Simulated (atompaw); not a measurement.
An all-electron radial function and its pseudo partner (antimony)

Columns: radius, all-electron u(r) and pseudo u(r) of the 4p shell (level -99.22 eV) of antimony in the configuration [Ar] 3d10 4s2 4p6 4d10 5s2 5p3; LDA (PW92), non-relativistic, PAW (atompaw) scheme, atompaw 4.2.0.5.

```tsv
r (bohr)	all-electron	pseudo
0.067	0.4550	0.0326
0.135	-0.0550	0.1286
0.202	-0.5859	0.2750
0.269	-0.6708	0.4571
0.337	-0.4015	0.6594
0.404	0.0133	0.8560
0.471	0.4308	1.0317
0.538	0.7752	1.1722
0.606	1.0228	1.2692
0.673	1.1686	1.3163
0.740	1.2321	1.3176
0.808	1.2325	1.2788
0.875	1.1885	1.2112
0.942	1.1161	1.1248
1.010	1.0259	1.0277
1.077	0.9297	0.9298
1.144	0.8323	0.8323
1.212	0.7366	0.7366
1.279	0.6478	0.6478
1.346	0.5662	0.5662
1.413	0.4921	0.4921
1.481	0.4248	0.4248
1.548	0.3661	0.3661
1.615	0.3145	0.3145
1.683	0.2688	0.2688
1.750	0.2297	0.2297
```

Q: How many radial nodes do the two functions have?

A: The all-electron 4p function has n − l − 1 = 2; the pseudo-wave has 0, since the states of the same l below it are removed with the core.

Q: At about which radius was the pseudo-wave matched?

A: 1.10 bohr, where the columns begin to agree (steps of 0.07 bohr).

Q: Is the pseudo-wave norm-conserving?

A: No, it belongs to a PAW set: the norm inside the radius is not constrained, and the difference is carried by the augmentation charge.
